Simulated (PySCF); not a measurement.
Species: C₅H₅F₃O₂.
Z-matrix (Å and degrees, GFN2-xTB geometry), rows numbered from 1:
```
O 
C   1  1.1887
O   2  1.3389  1  126.88
C   3  1.4095  2  118.09  1     3.28
C   4  1.5163  3  111.01  2    92.39
F   5  1.3429  4  111.79  3    67.21
F   5  1.3368  4  112.61  3   -52.56
F   5  1.3391  4  112.01  3  -173.43
C   4  1.5007  3  121.20  2   -55.72
C   9  1.4984  4   60.08  3  -107.00
H   2  1.1012  1  125.64  3  -178.90
H   9  1.0789  4  117.63 10  -109.47
H   9  1.0785  4  116.87 10   109.12
H  10  1.0786  4  116.51  9  -109.12
H  10  1.0793  4  117.56  9   109.37
```

Definitions: NICS(0) = −σiso at the ring centroid; NICS(1) = −σiso and NICS(1)zz = −σzz at ±1 Å along the ring normal z. Level: GIAO PBE0/pcSseg-1 (PySCF, non-relativistic, gas phase) on the GFN2-xTB geometry, one conformer.

Ring bond lengths (Å), with Mayer bond orders in brackets: C4–C9 1.501 (0.94), C9–C10 1.498 (0.96), C10–C4 1.501 (0.94).

Problem. What do the NICS probes read (ppm)?

Solution. 
```json
{"ring": "C4–C9–C10", "type": "3-membered carbocycle; formal bonds all single", "NICS(0)": "-40.1", "NICS(1), two faces": "-7.2 / -9.1", "NICS(1)zz, two faces": "-17.9 / -23.9", "rms pucker (Å)": "0.00", "centre to ring atoms, mean (Å)": "0.87"}
```

Problem. What do they say, and how far can they be read as aromaticity?

Solution. 
- C4–C9–C10: mean NICS(1)zz -20.9 ppm, shielded. C4, C9, C10 have four or more neighbours, and the NICS criterion for π rings isn't applied. The two faces differ by 6.0 ppm, so no symmetry operation interchanges them. NICS(0) lies 32 ppm below the mean NICS(1).

Problem. What field does 14.1 T along the ring normal induce along that normal at the second NICS(1) probe listed for ring C4–C9–C10, 1 Å off the ring?

Solution. NICSzz × B0 = -23.9 ppm × 14.1 T = -337 μT, against the applied field.

Problem. How shielded are the nuclei of the rings and their hydrogens (means over atoms taken as equivalent)?

Solution. 
```
   atoms                 environment  σ isotropic (ppm)
      C4  sp3 carbon bound to oxygen              128.8
 C9 (×2)  three-membered-ring carbon              173.0
H12 (×2)          methylene hydrogen              30.28
H13 (×2)          methylene hydrogen              30.32
```
